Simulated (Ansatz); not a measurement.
Basis-set series for `[OH][Sb]([OH])[SiH2]S`. Charge 0, multiplicity 1. Sb takes the def2 core potential. The structure was optimised at the PBE0-D4/def2-TZVP level. It is one conformer, not always the lowest.

```
functional       basis  functions  energy (Eh)  HOMO (eV)  LUMO (eV)
   PBE0-D4  def2-TZVPP        266  -1081.14983      -6.85      -1.20
   PBE0-D4  def2-QZVPP        486  -1081.18419      -6.87      -1.28
   ωB97M-V  def2-TZVPP        266  -1081.42510      -8.80       0.50
   ωB97M-V  def2-QZVPP        486  -1081.45808      -8.84       0.32
```

**Question.** Give the rows for def2-SVP. (Estimate.)

**Answer.** Computed: 
```json
{"functional": "PBE0-D4", "basis": "def2-SVP", "functions": "115", "energy (Eh)": "-1080.69137", "HOMO (eV)": "-6.74", "LUMO (eV)": "-0.89"}
{"functional": "ωB97M-V", "basis": "def2-SVP", "functions": "115", "energy (Eh)": "-1080.96093", "HOMO (eV)": "-8.66", "LUMO (eV)": "0.98"}
```

Positive LUMOs are unbound and depend on the basis.
